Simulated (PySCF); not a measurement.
A PySCF script (with the pyscf-properties extension) for the NMR shieldings of `Cl[C@]1(CO[SiH3])[C@H](CC=C)C1`, C7H13ClOSi, on a GFN2-xTB geometry:

```python
import basis_set_exchange as bse
import numpy as np
from pyscf import gto, dft
from pyscf.prop import nmr

atoms = """
C    -3.577847    1.027368    0.337372
C    -2.636416    0.139465    0.592745
C    -1.999641   -0.742446   -0.437404
C    -0.521095   -0.439058   -0.548498
C     0.446011   -1.473420   -1.059824
C     0.478338   -1.060405    0.378295
Cl   -0.073714   -2.222804    1.580938
C     1.631067   -0.246782    0.931111
O     2.093149    0.635201   -0.037517
Si    3.324319    1.689066    0.054386
H    -3.969056    1.167404   -0.657670
H    -4.005425    1.646100    1.108099
H    -2.256507    0.013432    1.597963
H    -2.473316   -0.587551   -1.409422
H    -2.130827   -1.788174   -0.148733
H    -0.306468    0.590281   -0.812601
H     1.265102   -1.152701   -1.685280
H     0.060444   -2.455019   -1.289986
H     1.292666    0.306612    1.818348
H     2.437947   -0.923380    1.245214
H     3.089597    2.681277    1.106860
H     3.243771    2.224222   -1.293677
H     4.583150    0.998298    0.348319
"""
names = dict.fromkeys(["C", "Cl", "O", "Si", "H"], "pcSseg-1")
basis = {el: gto.basis.parse(bse.get_basis(n, elements=[el], fmt="nwchem")) for el, n in names.items()}
mol = gto.M(atom=atoms, basis=basis, charge=0, verbose=0)
mf = dft.RKS(mol, xc="PBE0")
mf.grids.level = 2
mf.grids.alignment = dft.numint.BLKSIZE   # the property module wants whole blocks of grid points
mf.conv_tol = 1e-9
mf.kernel()

calc = nmr.RKS(mf)   # GIAO
C = mf.mo_coeff
Co = C[:, mf.mo_occ > 0]
resp = mf.gen_response(singlet=True, hermi=2)
def vind(x):   # induced exchange potential for any number of trial vectors
    d = np.einsum("pi,xij,qj->xpq", C, 2 * x.reshape(-1, C.shape[1], Co.shape[1]), Co, optimize=True)
    return np.einsum("xpq,pi,qj->xij", resp(d - d.transpose(0, 2, 1)), C, Co, optimize=True).ravel()
mo1, _ = nmr.rhf.solve_mo1(calc, with_cphf=vind)
sigma = calc.kernel(mo1)
for i, s in enumerate(sigma):   # ppm
    print("%2d %-2s %9.2f" % (i, mol.atom_pure_symbol(i), np.trace(s) / 3))
```

Task: What does it print?

Result: 
```
 0 C      66.19
 1 C      39.23
 2 C     146.43
 3 C     163.45
 4 C     167.98
 5 C     133.91
 6 Cl    843.10
 7 C     117.01
 8 O     321.92
 9 Si    383.59
10 H      26.29
11 H      26.44
12 H      25.37
13 H      29.15
14 H      29.41
15 H      30.45
16 H      30.42
17 H      31.18
18 H      27.69
19 H      27.68
20 H      26.80
21 H      26.94
22 H      26.80
```

These numbers come from an equivalent density-fitted implementation of the same equations, which agrees with the script to about 0.01 ppm for H and up to a few tenths of a ppm for heavy atoms, so last digits may differ.

Task: Turn these shieldings into chemical shifts. References, each an isolated molecule treated in the same way: TMS for ¹³C (σref 186.93), ²⁹Si (σref 349.16), ¹H (σref 31.72); HCl for ³⁵Cl (σref 949.78); ¹⁷O (σref 336.08) against H2O.

Result: Averaging equivalent atoms: C 1: 147.7; C 0: 120.7; C 7: 69.9; C 5: 53.0; C 2: 40.5; C 3: 23.5; C 4: 18.9; Cl 6: 107; O 8: 14.2; Si 9: -34.4; H 12: 6.34; H 10: 5.43; H 11: 5.27; H 20/21/22: 4.87; H 19: 4.04; H 18: 4.03; H 13: 2.57; H 14: 2.30; H 16: 1.29; H 15: 1.26; H 17: 0.53 ppm. Experimental scales use liquid or dissolved standards, which lie at an offset from isolated H2O (liquid H2O: subtract about 36 ppm).

Size and cost of the density-fitted run: 249 basis functions, 120 s wall time on 1 thread of an Arm Neoverse N1, shared host; peak memory 1.1 GiB.
